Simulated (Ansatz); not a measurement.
Ansatz (an electronic-structure program) input (X2C-CCSD(T)/cc-pVTZ-DK):

Ansatz 0.2 input:
```yaml
crystal:
  periodic: [false, false, false]
  atoms:
    - {symbol: Si, position_ang: [0.04837089, -0.56125022, -0.07054755]}
    - {symbol: N, position_ang: [1.16427069, 0.66788553, -0.54420741]}
    - {symbol: N, position_ang: [-1.21328567, 0.24191578, 0.77371426]}
    - {symbol: H, position_ang: [-0.32116000, -1.21410280, -1.37130070]}
    - {symbol: H, position_ang: [1.57786546, 1.27797662, 0.14435807]}
    - {symbol: H, position_ang: [1.78745648, 0.51224543, -1.32171296]}
    - {symbol: H, position_ang: [-1.80139376, -0.22633064, 1.44119439]}
    - {symbol: H, position_ang: [-1.57685589, 1.13910542, 0.48857889]}
basis:
  gaussian:
    orbitals: cc-pVTZ-DK
magnetization: {spin_polarized: true, initial_magnetization: 1}
correlation: {method: ccsd_t, electrons: outside_noble_gas}
```

End of the output:

```
coupled cluster: 4.34 GiB planned
cycle   1  -14.96603415 eV  change   -3.5e-1 eV  update   7.6e-2
cycle   2  -15.31947511 eV  change   -3.5e-1 eV  update   2.4e-2
cycle   3  -15.38771410 eV  change   -6.8e-2 eV  update   1.3e-2
cycle   4  -15.38014512 eV  change    7.6e-3 eV  update   5.1e-3
cycle   5  -15.38063212 eV  change   -4.9e-4 eV  update   2.9e-3
cycle   6  -15.38109962 eV  change   -4.7e-4 eV  update   1.0e-3
cycle   7  -15.38107262 eV  change    2.7e-5 eV  update   3.5e-4
cycle   8  -15.38119172 eV  change   -1.2e-4 eV  update   1.4e-4
cycle   9  -15.38119623 eV  change   -4.5e-6 eV  update   5.8e-5
cycle  10  -15.38117112 eV  change    2.5e-5 eV  update   2.8e-5
cycle  11  -15.38119362 eV  change   -2.2e-5 eV  update   1.4e-5
perturbative correction -0.57429591 eV, -0.0211049855 hartree
Total energy: -10940.73826651 eV, -402.0647153954 hartree
Relativity: scalar
```

It need not be the lowest isomer of its formula.
